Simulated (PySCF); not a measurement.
Hf⁶⁶⁺ (hafnium, charge +66): Hartree-Fock from Schrödinger to Dirac-Coulomb-Breit

Occupied: 1s1/2, 2s1/2, 2p1/2. Hartree-Fock calculated with PySCF 2.14 in an even-tempered Gaussian basis (19 s from 16 bohr⁻², ratio 2.3; 15 p from 20 bohr⁻², ratio 2.3), Gaussian nucleus throughout. NR is non-relativistic, sf-X2C the spin-free one-electron X2C Hamiltonian, X2C adds the bare one-electron spin-orbit term, X2C-SNSO screens it by Boettger's factors, DC is four-component Dirac-Coulomb, and the Gaunt and Breit terms are added at first order (total energies over the DC spinors, levels after relaxing the spinors in that mean field). QED terms are absent. Levels marked empty are virtual spinors of this ion.

```json
{"level (eV)": "1s1/2", "X2C": "-72848.5", "X2C-SNSO": "-72850.8"}
{"level (eV)": "2s1/2", "X2C": "-17568.8", "X2C-SNSO": "-17569.4"}
{"level (eV)": "2p1/2", "X2C": "-17340.3", "X2C-SNSO": "-17309.8"}
{"level (eV)": "2p3/2 (empty)", "X2C": "-15680.0", "X2C-SNSO": "-15690.5"}
{"level (eV)": "3s1/2 (empty)", "X2C": "-7352.2", "X2C-SNSO": "-7352.3"}
```

**Question.** Where do the four-component calculations put these levels?

**Answer.** 1s1/2: DC -72911.4, DC+Gaunt -72720.7, DC+Breit -72726.9; 2s1/2: DC -17577.9, DC+Gaunt -17558.0, DC+Breit -17559.8; 2p1/2: DC -17318.7, DC+Gaunt -17277.6, DC+Breit -17282.2; 2p3/2 (empty): DC -15692.1, DC+Gaunt -15672.7, DC+Breit -15677.2; 3s1/2 (empty): DC -7354.5, DC+Gaunt -7348.9, DC+Breit -7349.7 (eV).

```csv
Hamiltonian,E (hartree),E − E(DC) (hartree),CPU seconds
X2C,-8185.2825,1.8405,0.46
X2C-SNSO,-8183.0137,4.1094,0.46
DC,-8187.1231,0.0000,20
DC+Gaunt,-8177.6068,9.5163,41
DC+Breit,-8178.0935,9.0295,120
```

Weight of the small component: 1s1/2 0.0736, 2s1/2 0.0177, 2p1/2 0.0176, 2p3/2 0.0161, 3s1/2 0.00729.

Koopmans' value for the highest occupied level at DC+Breit: 17282.2 eV, against an ionisation energy of 17280 ± 40 eV (theoretical estimate listed by NIST; NIST Atomic Spectra Database, ionization energies); the former lacks relaxation, correlation, QED and recoil.

The whole ladder took 190 s of wall time on 1 thread of Neoverse-N1 (shared host), launched as `OMP_NUM_THREADS=1 python relrun2.py TASK.json OUT` (a driver that calls PySCF for each Hamiltonian).

Dirac-Coulomb iterations, started from the X2C spinors:

```
with_ssss True, with_gaunt False, with_breit False
light speed = 137.03599967994
init E= -8115.2570884215
cycle= 1 E= -8187.12242038206  delta_E= -71.9  |g|= 2.78  |ddm|= 0.112
cycle= 2 E= -8187.12305841873  delta_E= -0.000638  |g|= 0.0101  |ddm|= 0.00173
cycle= 3 E= -8187.12305845592  delta_E= -3.72e-08  |g|= 9.16e-05  |ddm|= 2.71e-05
```
